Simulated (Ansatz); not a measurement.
Calculated with Ansatz (gas phase, PBE0-D4/def2-TZVP geometries, no zero-point term in ΔE). CBS: MP2 limit from def2 TZ/QZ plus the TZ coupled-cluster correction, frozen cores. DFT in def2-TZVPP. B3LYP here is the variant with VWN-RPA as its local correlation; programs differ in this. For Ge outer-core shells are correlated without core-valence functions, which leaves a few kJ/mol of doubt a bond. Scalar relativity is left out up to krypton. Each species was taken in one conformer, which may not be the lowest.

`O[SiH](O)[O][GeH3]` + `C[SiH2]F` → `C[SiH](O)O` + `F[SiH2][O][GeH3]`  (redistribution)

| level | ΔE (kJ/mol) | difference from CCSD(T)/CBS |
| --- | --- | --- |
| PBE-D4 | 5.9 | -0.2 |
| r2SCAN-D4 | 7.4 | 1.3 |
| PBE0-D4 | 6.9 | 0.8 |
| B3LYP-D4 | 6.0 | -0.1 |
| ωB97X-V | 6.2 | 0.1 |
| ωB97M-V | 6.2 | 0.1 |
| B2PLYP | 5.3 | -0.8 |
| PBE | 5.4 | -0.7 |
| r2SCAN | 7.2 | 1.1 |
| PBE0 | 6.5 | 0.4 |
| B3LYP | 5.3 | -0.8 |
| HF/def2-TZVPP | 7.2 | 1.1 |
| MP2/def2-TZVPP | 5.2 | -0.9 |
| SCS-MP2/def2-TZVPP | 5.0 | -1.1 |
| CCSD/def2-TZVPP | 6.4 | 0.3 |
| CCSD(T)/def2-TZVPP | 6.2 | 0.1 |
| HF/def2-QZVPP | 7.0 | 0.9 |
| MP2/def2-QZVPP | 5.0 | -1.1 |
| SCS-MP2/def2-QZVPP | 4.8 | -1.3 |
| HF/CBS(def2) | 7.0 | 0.9 |
| MP2/CBS(def2) | 5.1 | -1.0 |
| CCSD/CBS(def2) | 6.2 | 0.1 |
| CCSD(T)/CBS | 6.1 | 0 |

Largest T1 diagnostic among the species: 0.012.
